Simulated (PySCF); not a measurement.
Cd(Me)(SMe) (C₂H₆CdS), SMILES C[S][Cd][CH3].

Coordinates come from a B3LYP-D3(BJ)/def2-SVP optimisation. The structure was generated by enumeration; whether it is a known compound was not checked. The def2 effective core potentials stand for the cores of Cd; spin–orbit coupling is left out. The values are those of a single conformer.

Two levels are set side by side: PBE/def2-TZVP (PySCF) and CAM-B3LYP/def2-TZVP (PySCF). Same geometry, gas phase. Differences are taken from unrounded values.

```
quantity                     CAM-B3LYP
---------------------------  ---------
orbital gap (eV)                  7.72
highest occupied level (eV)      -7.61
lowest empty level (eV)           0.10
dipole moment (D)                 2.02
mean polarisability (bohr³)       78.0
```

Task: What does PBE give, and how far is it from CAM-B3LYP? (Estimate from the structure and the level; the computed values follow.)

Result: 
| quantity | PBE | PBE minus CAM-B3LYP |
|---|---|---|
| orbital gap (eV) | 3.74 | -3.97 |
| highest occupied level (eV) | -5.15 | 2.46 |
| lowest empty level (eV) | -1.41 | -1.51 |
| dipole moment (D) | 1.94 | -0.08 |
| mean polarisability (bohr³) | 82.5 | 4.5 |

PBE's occupied levels lie high since its potential decays too fast outside the molecule; exact exchange lowers them and widens the gap. Loosely held outer electrons make PBE densities more polarisable. Differences between two approximate levels are no errors against the true value.

Rough cost on one machine, each run with all the roots and properties that it gave: CAM-B3LYP against PBE within a factor of 2.
